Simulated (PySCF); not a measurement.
Method: PBE-D3(BJ)/def2-TZVP // r2SCAN-D4/def2-SVP (PySCF). All species are isolated molecules in the gas phase. One relaxed conformer stands for a flexible species; it need not be the lowest. Excitations are Tamm–Dancoff values on a coarser integration grid. The basis has no diffuse functions, so Rydberg states are missing or too high.

Reference species (SMILES): `[NH2][Ge]([NH2])([NH2])[NH2]` (neutral, multiplicity 1).

```json
{
 "S1 oscillator strength": "0.000",
 "LUMO": "-0.42 eV",
 "S1–T1 gap (TDA)": "0.16 eV"
}
```

Changed species: `C[O][Ge]([NH2])([NH2])[O]C` (2 of 4 NH2 replaced by OCH3; the reference has 0 of 4 NH2 replaced by OCH3).

Task: What does the change do to the S1 oscillator strength, LUMO and S1–T1 gap (TDA)?

Result: the S1 oscillator strength hardly moves; the LUMO falls by 0.12 eV, to -0.54 eV; the S1–T1 gap (TDA) increases by 0.07 eV, to 0.23 eV.
